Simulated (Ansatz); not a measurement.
Input file for Ansatz (an electronic-structure program): R-CCSD(T)/cc-pV(T+d)Z on H2O (SMILES O). The basis file is the Basis Set Exchange's JSON of that set.

Ansatz 0.2 input:
```yaml
crystal:
  periodic: [false, false, false]
  atoms:
    - {symbol: O, position_ang: [-0.00000000, 0.00000000, 0.38961139]}
    - {symbol: H, position_ang: [0.00000000, 0.76498632, -0.19485569]}
    - {symbol: H, position_ang: [0.00000000, -0.76498632, -0.19485569]}
basis:
  gaussian:
    orbitals: cc-pV_T+d_Z.json
magnetization: {spin_polarized: false}
correlation: {method: ccsd_t, electrons: outside_noble_gas}
scf: {lower_state_search: off}
```

It printed:

```
WARN ansatz: RAYON_NUM_THREADS=4 ignored (pool sized by the plan → 4); use --threads N
Functional definition: HF
these checks for a lower state are left out or cut short: stability, starts, cluster_reference, orbital_swaps, neighbouring_geometries, increment
integrals: 0.02 GiB planned
342 factors; integrals over basis functions are off by at most 6.6e-4 eV
mean field: 0.06 GiB planned
mean field evaluation 1: about -2067.8770 eV, gradient 3.2e1 eV
mean field evaluation 2: about -2067.8771 eV, gradient 3.2e1 eV
mean field evaluation 4: about -2069.6026 eV, gradient 1.4e0 eV
mean field evaluation 8: about -2069.6097 eV, gradient 2.7e-5 eV
mean field -2069.60965127 eV, -76.0567518522 hartree, gradient 4.4e-6 eV, S^2 0.000000; 0 other end points of the search recorded, 0 dependent functions left out
1 core orbitals not correlated
reference -2069.60965127 eV, -76.0567518522 hartree; 4, 4 occupied and 53, 53 virtual orbitals, 342 factors
second order -7.12375362 eV of doubles, -0.00000000 eV of singles
coupled cluster: 0.10 GiB planned
cycle   1  -7.13173457 eV  change   -8.0e-3 eV  update   3.8e-2
cycle   2  -7.26407348 eV  change   -1.3e-1 eV  update   1.0e-2
cycle   3  -7.28418865 eV  change   -2.0e-2 eV  update   3.9e-3
cycle   4  -7.28354813 eV  change    6.4e-4 eV  update   7.2e-4
cycle   5  -7.28400126 eV  change   -4.5e-4 eV  update   2.6e-4
cycle   6  -7.28402035 eV  change   -1.9e-5 eV  update   8.4e-5
cycle   7  -7.28402525 eV  change   -4.9e-6 eV  update   2.6e-5
cycle   8  -7.28401497 eV  change    1.0e-5 eV  update   6.7e-6
cycle   9  -7.28401255 eV  change    2.4e-6 eV  update   1.2e-6
perturbative correction -0.20901266 eV, -0.0076810737 hartree
Total energy: -2077.10267648 eV, -76.3321154500 hartree
Checks for a lower state left out: stability, starts, cluster_reference, orbital_swaps, neighbouring_geometries, increment
```

The calculation finished and met its thresholds.

Cost: very roughly 0.9 core-seconds.
